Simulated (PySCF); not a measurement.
C2H3F3GeS.
InChI=1S/C2H3F3GeS/c3-1(4)2(5)6-7/h7H,6H2

A linear-response calculation (PySCF, def2-SVPD basis, gas phase, vertical, core orbitals frozen in the response) gave these numbers; the functional is withheld.

Orbital energies (eV): HOMO-3 -11.66, HOMO-2 -10.93, HOMO-1 -9.19, HOMO -8.89, LUMO 0.06, LUMO+1 0.51, LUMO+2 1.17.

```
state  E (eV)       f   main configurations (H = HOMO, L = LUMO)
   S1    5.63   0.026                     H→L (66%), H-1→L (14%)
   S2    6.00   0.019      H→L+1 (52%), H→L (11%), H-1→L+1 (10%)
   S3    6.39   0.117         H-1→L (51%), H→L (12%), H→L+2 (8%)
   S4    6.62   0.131  H-1→L (26%), H-1→L+3 (18%), H-1→L+2 (13%)
   S5    6.83  0.0049    H-1→L+1 (55%), H→L+1 (17%), H→L+4 (10%)
   S6    7.23   0.021                   H→L+3 (42%), H→L+2 (24%)
```

Triplets (Tamm–Dancoff): T1 4.15 eV, H-1→L (33%), H→L (23%), H-1→L+3 (10%); T2 5.22 eV, H→L (53%), H-1→L (26%); T3 5.57 eV, H→L+1 (43%), H→L+3 (13%), H-1→L+1 (11%); T4 6.12 eV, H-1→L+3 (22%), H→L+3 (18%), H-1→L+2 (15%).

Vertical ionisation energy by ΔSCF with the same functional: 9.74 eV. Mean static polarisability: 78.7 au.

Question: Which of these was used?
A. HF
B. B3LYP
C. CAM-B3LYP
D. PBE

Answer: C. CAM-B3LYP is range-separated, 19% exact exchange at short range and 65% at long range (ω = 0.33 bohr⁻¹). In this run −ε(HOMO) = 8.89 eV differs from the ΔSCF value by -0.85 eV, and S1 differs from the orbital gap of 8.95 eV by -3.32 eV. The ratio −ε(HOMO)/IP is 0.91. Usual ranges for neutral molecules in this basis: 0.85 to 0.93 with CAM-B3LYP, 0.5 to 0.7 with PBE, 0.67 to 0.83 with B3LYP; with Hartree–Fock the ratio is 1 or more (Koopmans' value less the relaxation energy is the ΔSCF value).

Theory: TDDFT CAM-B3LYP/def2-SVPD, vertical, gas phase, core orbitals frozen in the response (PySCF 2.14.0, density-fitted response routines). Isolated species at its PBE0-D3(BJ)/def2-SVP geometry (one conformer only). The CAM-B3LYP/def2-SVPD calculation is non-relativistic and has no spin–orbit coupling, an omission that weighs most on germanium.

Conformer computed: `[F:1][C:2]([F:3])=[C:4]([F:5])[GeH2:6][SH:7]`: C2–C4–Ge6–S7 88°, H–S7–Ge6–C4 -70°.
